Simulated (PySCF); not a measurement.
# What a mistake does to a calculation on H5N2Si2 cation

Calculated results; nothing here was measured. They come from PySCF 2.14.0, an open-source quantum chemistry program, on an isolated molecule that a program drew, which may never have been made. The molecule is H5N2Si2 cation (charge +1, singlet), drawn as the SMILES string `N[SiH]=N[SiH2+]`.

Each row is a Hartree-Fock (HF) and frozen-core CCSD(T) single point in the cc-pV(D+d)Z basis, meant for a local HF minimum. Run 1 is clean. Each other run has one planted mistake out of seven kinds, and not every kind appears here: one electron removed, one electron added, multiplicity raised by two, geometry at a saddle point, minimal basis STO-3G, one bond length entered in bohr, all coordinates scaled. The reference is restricted for singlets and unrestricted otherwise, and also for a bond in bohr. Adding or removing an electron swaps singlet and doublet. Electrons count all cores. HOMO and LUMO are orbital energies over both spins, the gradient is its largest component, and the lowest frequency (negative if imaginary) is given only where the gradient is small. Bond lengths are over the 8 bonds as drawn. T1 is the CCSD diagnostic: over 0.02 (restricted) or 0.045 (unrestricted) a single reference is doubtful.

Geometry of the clean run:
```xyz
9
H5N2Si2 cation, angstrom
N    -1.1707   -1.6919    1.2107
Si    0.3587   -1.0951    1.2491
N     0.8507    0.1505    0.3774
Si    1.4294    1.3747   -0.4452
H    -1.4586   -2.4775    1.7670
H    -1.9122   -1.3257    0.6412
H     1.2472   -1.8037    2.1574
H     2.0368    1.1966   -1.7623
H     1.3747    2.7409    0.0704
```

| run | electrons | basis functions | <S^2> | HOMO (eV) | LUMO (eV) | gradient (hartree/bohr) | lowest frequency (cm^-1) | mean bond (Å) | longest bond (Å) | T1 | HF (hartree) | CCSD(T) (hartree) | mistake |
|---|---|---|---|---|---|---|---|---|---|---|---|---|---|
| 1 | 46 | 99 | 0.000 | -15.89 | -3.31 | 3.9e-05 | 124 | 1.4013 | 1.642 | 0.0170 | -689.50250 | -690.05557 | no fault |
| 2 | 46 | 99 | 1.022 | -13.06 | -5.74 | 2.6e-02 | - | 1.5776 | 2.994 | 0.0217 | -689.30438 | -689.82734 | one bond length entered in bohr |
| 3 | 46 | 33 | 0.000 | -12.86 | 0.92 | 2.5e-02 | - | 1.4013 | 1.642 | 0.0276 | -681.42540 | -681.67502 | ? |
| 4 | 46 | 99 | 0.000 | -16.67 | -3.08 | 9.2e-02 | - | 1.2892 | 1.511 | 0.0133 | -689.41205 | -689.94537 | ? |

**Which mistake was planted in run 3, and what did it cost?**

It has 33 basis functions where the clean run has 99, with the same electrons and geometry. So the mistake is: minimal basis STO-3G. Subtracting run 1 and multiplying by 627.51 kcal/mol a hartree, the energy moved by 5068.5 kcal/mol in HF and 5258.9 kcal/mol in CCSD(T).

**Which mistake was planted in run 4, and what did it cost?**

The mean and the longest bond both change by the same factor, 0.920, and the gradient is no longer small. So the mistake is: all coordinates scaled. Subtracting run 1 and multiplying by 627.51 kcal/mol a hartree, the energy moved by 56.8 kcal/mol in HF and 69.2 kcal/mol in CCSD(T).

Cautions from the logs. Run 3: T1 is over the limit, so its CCSD(T) energy is less reliable.
